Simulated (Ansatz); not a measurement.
Reaction (formal exchange of groups at the Al–C bond): `F[CH]([AlH2])[SiH3]` + `C1O[SiH2][SiH2]1` → `[AlH2][CH]1O[SiH2][SiH2]1` + `FC[SiH3]`

Program: Ansatz. Geometries: PBE0-D4/def2-TZVP. ΔE: electronic, gas phase. CCSD(T)/CBS adds triple-zeta CCSD(T) − MP2 to the extrapolated MP2 energy (def2 sets, frozen cores). DFT in def2-TZVPP. B3LYP here is the variant with VWN-RPA as its local correlation; programs differ in this.

**Question.** Is it downhill or uphill in electronic energy at CCSD(T)/CBS, and by how much? (Best estimate.)

**Answer.** The calculation gave: Downhill: ΔE = -8.4 kJ/mol.

**Question.** What do these levels give: PBE0-D4, B3LYP-D4, ωB97M-V, B2PLYP, r2SCAN, PBE0, B3LYP, HF/def2-TZVPP, MP2/def2-TZVPP, CCSD(T)/def2-TZVPP, MP2/def2-QZVPP, HF/CBS(def2)? (Best estimate.)

**Answer.** The calculation gave: PBE0-D4 -7.9, B3LYP-D4 -7.3, ωB97M-V -6.4, B2PLYP -7.3, r2SCAN -7.2, PBE0 -6.5, B3LYP -4.9, HF/def2-TZVPP -4.6, MP2/def2-TZVPP -11.4, CCSD(T)/def2-TZVPP -9.1, MP2/def2-QZVPP -11.0, HF/CBS(def2) -4.6 kJ/mol.

Largest T1 diagnostic among the species: 0.014.

In def2-TZVPP, CCSD(T) changes the Hartree–Fock value by −4.5 kJ/mol (the triples alone add −1.3 kJ/mol) and MP2 by −6.8 kJ/mol.
